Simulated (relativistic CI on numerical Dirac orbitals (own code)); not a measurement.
# One change at a time: Pb LXXVI

Base calculation: Dirac-Coulomb-Breit CI, KLI orbitals optimised for each configuration, model QED (radiative potential, 1s self-energy scaled to tabulated hydrogen-like ionisation energies), unscaled Slater integrals.

Configuration list (outside the closed core 1s2): 2s2.2p3, 2s.2p4, 2p5, 2s2.2p2.3s, 2p4.3s, 2p4.3p, 2s2.2p2.3p, 2p4.3d, 2s2.2p2.3d, 2s.2p3.3s, 2s.2p3.3p, 2s.2p3.3d, 2s2.2p2.4s, 2s2.2p2.4p, 2s2.2p2.4d, 2s2.2p2.4f. Levels of other configurations are missing.

Variants: (1) QED terms removed. Shifts of the energy above 2s2.2p3 2P°_3/2, in eV, for the lowest level and the first level of each name with at least 55 % of one term (blank where a level changes its place among those of its configuration and J or its character, or is not in the variant):

| Level | Base | Δ(1) |
| --- | --- | --- |
| 2s2.2p3 2P°_3/2 | 0.0 | 0.0 |
| 2s2.2p3 4S°_3/2 | 2254.8 | -1.5 |
| 2s2.2p3 2D°_5/2 | 2277.8 | -1.5 |
| 2s2.2p3 2P°_1/2 | 2341.1 | -1.4 |
| 2s.2p4 4P_5/2 | 2666.0 | +24.6 |
| 2s.2p4 2S_1/2 | 2790.0 | +24.6 |
| 2s.2p4 4P_3/2 | 4954.1 | +23.2 |
| 2s.2p4 2D_5/2 | 4997.5 | +23.2 |
| 2s.2p4 2P_1/2 | 5077.5 | +23.2 |
| 2s.2p4 2D_3/2 | 5084.1 | +23.2 |
| 2p5 2P°_3/2 | 5538.6 | +49.0 |
| 2p5 2P°_1/2 | 7829.0 | +47.9 |
| 2s2.2p2.3s 4P_3/2 | 13082.6 | -5.0 |
| 2s2.2p2.3s 2P_1/2 | 13094.6 | -5.0 |
| 2s2.2p2.3s 2D_5/2 | 13102.3 | -5.0 |
| 2s2.2p2.3s 2D_3/2 | 13110.6 | -5.0 |
| 2s2.2p2.3p 2F°_7/2 | 13892.8 | +2.0 |
| 2s2.2p2.3p 2D°_5/2 | 13927.0 | +2.0 |
| 2s2.2p2.3d 4D_1/2 | 14001.5 | +3.6 |
| 2s2.2p2.3d 2G_7/2 | 14011.4 | +3.6 |
| 2s2.2p2.3d 2G_9/2 | 14172.7 | +3.2 |
| 2s2.2p2.3d 2F_7/2 | 14201.9 | +3.4 |

At this charge energies of transitions that change n are usually good to better than 1 %, and those within a shell (Δn = 0) to a few per cent.

Ionisation energy from the two ground configurations alone: base 20750.9 eV; QED terms removed 20755.9 eV. The NIST ASD value (theoretical) is 20750 eV.

LS names give the leading component of a level, which can be under half, so a name can repeat, a term be missing and a line seem to break the LS rules.
